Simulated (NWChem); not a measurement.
System: CH6F2Si2; SMILES F[SiH2]C[SiH2]F

NWChem input:

```
start job
memory heap 200 mb stack 900 mb global 1100 mb
geometry units angstroms
  Si     0.394671     1.600674     0.003234
  F     -0.662516     2.838296    -0.000076
  C     -0.561803     0.000001     0.000302
  Si     0.394711    -1.600649    -0.002445
  F     -0.662449    -2.838299    -0.001613
  H      1.230799     1.725857     1.229641
  H      1.237886     1.725161    -1.218403
  H     -1.217975     0.001609    -0.888641
  H     -1.220926    -0.001617     0.886984
  H      1.236726    -1.726676     1.219851
  H      1.232049    -1.724247    -1.228197
end
basis spherical
  * library sto-3g
end
dft
  xc hfexch
  iterations 150
end
driver
  maxiter 120
end
task dft optimize
task dft freq
```

NWChem printed, in part:

```
             Northwest Computational Chemistry Package (NWChem) 7.3.0
             --------------------------------------------------------

 C2  symmetry detected

                             Geometry "geometry" -> ""
                             -------------------------

 Output coordinates in angstroms (scale by  1.889725989 to convert to a.u.)

  No.       Tag          Charge          X              Y              Z
 ---- ---------------- ---------- -------------- -------------- --------------
    1 Si                  14.0000     1.60066327     0.00154783     0.42478768
    2 F                    9.0000     2.83829720    -0.00152190    -0.63238651
    3 C                    6.0000     0.00000000     0.00000000    -0.53170600
    4 Si                  14.0000    -1.60066327    -0.00154783     0.42478768
    5 F                    9.0000    -2.83829720     0.00152190    -0.63238651
    6 H                    1.0000     1.72604314     1.22752659     1.26152064
    7 H                    1.0000     1.72493414    -1.22051939     1.26740262
    8 H                    1.0000     0.00089655    -0.88781449    -1.18935426
    9 H                    1.0000    -0.00089655     0.88781449    -1.18935426
   10 H                    1.0000    -1.72493414     1.22051939     1.26740262
   11 H                    1.0000    -1.72604314    -1.22752659     1.26152064

 Effective nuclear repulsion energy (a.u.)     289.5701826194

      Symmetry information
      --------------------

 Group name             C2
 Group number              4
 Group order               2
 No. of unique centers     6

                                Z-matrix (autoz)
                                --------

 Units are Angstrom for bonds and degrees for angles

      Type          Name      I     J     K     L     M      Value
      ----------- --------  ----- ----- ----- ----- ----- ----------
    1 Stretch                  1     2                       1.62769
    2 Stretch                  1     3                       1.86467
    3 Stretch                  1     6                       1.48959
    4 Stretch                  1     7                       1.48959
    5 Stretch                  3     4                       1.86467
    6 Stretch                  3     8                       1.10486
    7 Stretch                  3     9                       1.10486
    8 Stretch                  4     5                       1.62769
    9 Stretch                  4    10                       1.48959
   10 Stretch                  4    11                       1.48959
   11 Bend                     1     3     4               118.27825
   12 Bend                     1     3     8               107.77608
   13 Bend                     1     3     9               107.77964
   14 Bend                     2     1     3               108.63537
   15 Bend                     2     1     6               107.60103
   16 Bend                     2     1     7               107.60281
   17 Bend                     3     1     6               111.16623
   18 Bend                     3     1     7               111.16747
   19 Bend                     3     4     5               108.63537
   20 Bend                     3     4    10               111.16747
   21 Bend                     3     4    11               111.16623
   22 Bend                     4     3     8               107.77964
   23 Bend                     4     3     9               107.77608
   24 Bend                     5     4    10               107.60281
   25 Bend                     5     4    11               107.60103
   26 Bend                     6     1     7               110.51478
   27 Bend                     8     3     9               106.94166
   28 Bend                    10     4    11               110.51478
   29 Torsion                  1     3     4     5         179.84151
   30 Torsion                  1     3     4    10          61.62393
   31 Torsion                  1     3     4    11         -61.94383
   32 Torsion                  2     1     3     4         179.84151
   33 Torsion                  2     1     3     8          57.38953
   34 Torsion                  2     1     3     9         -57.70831
   35 Torsion                  4     3     1     6         -61.94383
   36 Torsion                  4     3     1     7          61.62393
   37 Torsion                  5     4     3     8         -57.70831
   38 Torsion                  5     4     3     9          57.38953
   39 Torsion                  6     1     3     8         175.60420
   40 Torsion                  6     1     3     9          60.50636
   41 Torsion                  7     1     3     8         -60.82805
   42 Torsion                  7     1     3     9        -175.92589
   43 Torsion                  8     3     4    10        -175.92589
   44 Torsion                  8     3     4    11          60.50636
   45 Torsion                  9     3     4    10         -60.82805
   46 Torsion                  9     3     4    11         175.60420

  xc_inp: hfexch multiplicative factor not found.

                           NWChem Geometry Optimization
                           ----------------------------

 maximum gradient threshold         (gmax) =   0.000450
 rms gradient threshold             (grms) =   0.000300
 maximum cartesian step threshold   (xmax) =   0.001800
 rms cartesian step threshold       (xrms) =   0.001200
 fixed trust radius                (trust) =   0.300000
 source of zmatrix                         =   autoz

          -------------------
          Energy Minimization
          -------------------

 Using diagonal initial Hessian
 Scaling for Hessian diagonals: bonds = 1.00  angles = 0.25  torsions = 0.10

          --------
          Step   0

                                 NWChem DFT Module
                                 -----------------

 Summary of "ao basis" -> "ao basis" (spherical)
 ------------------------------------------------------------------------------
       Tag                 Description            Shells   Functions and Types
 ---------------- ------------------------------  ------  ---------------------
 Si                          sto-3g                  5        9   3s2p
 F                           sto-3g                  3        5   2s1p
 C                           sto-3g                  3        5   2s1p
 H                           sto-3g                  1        1   1s

      Symmetry analysis of basis
      --------------------------

        a          20
        b          19

            General Information
            -------------------
          SCF calculation type: DFT
          Wavefunction type:  closed shell.
          No. of atoms     :    11
          No. of electrons :    58
           Alpha electrons :    29
            Beta electrons :    29
          Charge           :     0
          Spin multiplicity:     1
          Use of symmetry is: on ; symmetry adaption is: on
          Maximum number of iterations: 150
          AO basis - number of functions:    39
                     number of shells:    25
          Convergence on energy requested:  1.00D-06
          Convergence on density requested:  1.00D-05
          Convergence on gradient requested:  5.00D-04

              XC Information
              --------------
                     Hartree-Fock (Exact) Exchange  1.000

      Superposition of Atomic Density Guess
      -------------------------------------

 Sum of atomic energies:        -806.88253428

[...]

      ----------------------
      Optimization converged
      ----------------------

  Step       Energy      Delta E   Gmax     Grms     Xrms     Xmax
  ---- ---------------- -------- -------- -------- -------- --------
@    5    -808.24947980 -2.7D-07  0.00003  0.00001  0.00037  0.00105
                                     ok       ok       ok       ok

                                Z-matrix (autoz)
                                --------

 Units are Angstrom for bonds and degrees for angles

      Type          Name      I     J     K     L     M      Value     Gradient
      ----------- --------  ----- ----- ----- ----- ----- ---------- ----------
    1 Stretch                  1     2                       1.62156   -0.00002
    2 Stretch                  1     3                       1.85594   -0.00003
    3 Stretch                  1     6                       1.42408   -0.00001
    4 Stretch                  1     7                       1.42409   -0.00001
    5 Stretch                  3     4                       1.85594   -0.00003
    6 Stretch                  3     8                       1.08149   -0.00001
    7 Stretch                  3     9                       1.08149   -0.00001
    8 Stretch                  4     5                       1.62156   -0.00002
    9 Stretch                  4    10                       1.42409   -0.00001
   10 Stretch                  4    11                       1.42408   -0.00001
   11 Bend                     1     3     4               115.77180    0.00001
   12 Bend                     1     3     8               108.67840    0.00000
   13 Bend                     1     3     9               108.67845    0.00000
   14 Bend                     2     1     3               109.75840    0.00001
   15 Bend                     2     1     6               108.70149   -0.00000
   16 Bend                     2     1     7               108.69827   -0.00000
   17 Bend                     3     1     6               110.39410    0.00000
   18 Bend                     3     1     7               110.39663    0.00000
   19 Bend                     3     4     5               109.75840    0.00001
   20 Bend                     3     4    10               110.39663    0.00000
   21 Bend                     3     4    11               110.39410    0.00000
   22 Bend                     4     3     8               108.67845    0.00000
   23 Bend                     4     3     9               108.67840    0.00000
   24 Bend                     5     4    10               108.69827   -0.00000
   25 Bend                     5     4    11               108.70149   -0.00000
   26 Bend                     6     1     7               108.84881   -0.00000
   27 Bend                     8     3     9               105.91166   -0.00002
   28 Bend                    10     4    11               108.84881   -0.00000
   29 Torsion                  1     3     4     5         179.84579   -0.00000
   30 Torsion                  1     3     4    10          60.04493   -0.00000
   31 Torsion                  1     3     4    11         -60.35095    0.00000
   32 Torsion                  2     1     3     4         179.84579   -0.00000
   33 Torsion                  2     1     3     8          57.25589   -0.00001
   34 Torsion                  2     1     3     9         -57.56434    0.00001
   35 Torsion                  4     3     1     6         -60.35095    0.00000
   36 Torsion                  4     3     1     7          60.04493   -0.00000
   37 Torsion                  5     4     3     8         -57.56434    0.00001
   38 Torsion                  5     4     3     9          57.25589   -0.00001
   39 Torsion                  6     1     3     8         177.05916   -0.00001
   40 Torsion                  6     1     3     9          62.23892    0.00001
   41 Torsion                  7     1     3     8         -62.54497   -0.00002
   42 Torsion                  7     1     3     9        -177.36520    0.00001
   43 Torsion                  8     3     4    10        -177.36520    0.00001
   44 Torsion                  8     3     4    11          62.23892    0.00001
   45 Torsion                  9     3     4    10         -62.54497   -0.00002
   46 Torsion                  9     3     4    11         177.05916   -0.00001

                         Geometry "geometry" -> "geometry"
                         ---------------------------------

 Output coordinates in angstroms (scale by  1.889725989 to convert to a.u.)

[...]

 Rotational Constants
 --------------------
 A=   0.395319 cm-1  (  0.568764 K)
 B=   0.036323 cm-1  (  0.052259 K)
 C=   0.034199 cm-1  (  0.049204 K)

 Temperature                      =   298.15K
 frequency scaling parameter      =   1.0000

 Zero-Point correction to Energy  =   52.746 kcal/mol  (  0.084057 au)
 Thermal correction to Energy     =   56.956 kcal/mol  (  0.090766 au)
 Thermal correction to Enthalpy   =   57.549 kcal/mol  (  0.091710 au)

 Total Entropy                    =   83.049 cal/mol-K
   - Translational                =   40.038 cal/mol-K (mol. weight = 111.9976)
   - Rotational                   =   26.198 cal/mol-K (symmetry #  =        2)
   - Vibrational                  =   16.813 cal/mol-K

 Cv (constant volume heat capacity) =   21.410 cal/mol-K
   - Translational                  =    2.979 cal/mol-K
   - Rotational                     =    2.979 cal/mol-K
   - Vibrational                    =   15.451 cal/mol-K

[normal modes left out]

 ----------------------------------------------------------------------------
 Normal Eigenvalue ||           Projected Infra Red Intensities
  Mode   [cm**-1]  || [atomic units] [(debye/angs)**2] [(KM/mol)] [arbitrary]
 ------ ---------- || -------------- ----------------- ---------- -----------
    1       -0.000 ||    0.000038           0.001         0.037       0.008
    2       -0.000 ||    0.000334           0.008         0.326       0.072
    3       -0.000 ||    0.000000           0.000         0.000       0.000
    4        0.000 ||    0.000042           0.001         0.041       0.009
    5        0.000 ||    0.000578           0.013         0.563       0.125
    6        0.000 ||    0.000006           0.000         0.005       0.001
    7       47.668 ||    0.000000           0.000         0.000       0.000
    8       65.600 ||    0.001785           0.041         1.740       0.386
    9      141.772 ||    0.005225           0.121         5.094       1.132
   10      280.864 ||    0.005562           0.128         5.422       1.204
   11      294.336 ||    0.005639           0.130         5.498       1.221
   12      604.933 ||    0.041690           0.962        40.642       9.028
   13      673.837 ||    0.000000           0.000         0.000       0.000
   14      825.735 ||    0.043227           0.997        42.140       9.361
   15      877.267 ||    0.169746           3.916       165.477      36.759
   16      926.719 ||    0.000000           0.000         0.000       0.000
   17      932.356 ||    0.000498           0.011         0.485       0.108
   18      968.401 ||    0.004616           0.106         4.499       1.000
   19      981.955 ||    0.010107           0.233         9.853       2.189
   20     1072.747 ||    0.058063           1.340        56.602      12.574
   21     1087.336 ||    0.636018          14.673       620.022     137.731
   22     1157.097 ||    0.000045           0.001         0.043       0.010
   23     1231.510 ||    0.002441           0.056         2.379       0.529
   24     1251.008 ||    0.312653           7.213       304.790      67.706
   25     1340.140 ||    0.000000           0.000         0.000       0.000
   26     1457.965 ||    0.110826           2.557       108.038      23.999
   27     1837.757 ||    0.001160           0.027         1.130       0.251
   28     2868.436 ||    0.001702           0.039         1.659       0.368
   29     2870.025 ||    0.043086           0.994        42.002       9.330
   30     2899.680 ||    0.000000           0.000         0.000       0.000
   31     2901.015 ||    0.068279           1.575        66.562      14.786
   32     3602.059 ||    0.000131           0.003         0.128       0.028
   33     3716.031 ||    0.000392           0.009         0.382       0.085
 ----------------------------------------------------------------------------
```

Level: Hartree-Fock/STO-3G.
